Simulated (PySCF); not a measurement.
## Ionisation energy of Fe⁺ by level of theory

Fe⁺ [Ar] 3d6 4s1 (6D) → Fe²⁺ [Ar] 3d6 (5D), as a difference of total energies. Computed with PySCF 2.14 in def2-TZVP (6s4p4d1f, 45 functions), with no relativity, point nucleus. Correlated levels: valence: [Ar] frozen. The calculations carry no spin-orbit coupling.

Order these methods by the ionisation energy they give, lowest first.
A. MP2 (valence)
B. LDA
C. SCS-MP2 (valence)
D. M06-2X

C (15.363 eV), A (15.547 eV), D (15.872 eV), B (16.856 eV).

These non-relativistic numbers lack the scalar-relativistic shift.

The reference lies between the lowest fine-structure levels, while these numbers refer to the centres of the terms.

Errors of the correlated levels include the incompleteness of this basis and the frozen core.

For comparison: 16.199 eV (measured; NIST Atomic Spectra Database, ionization energies).
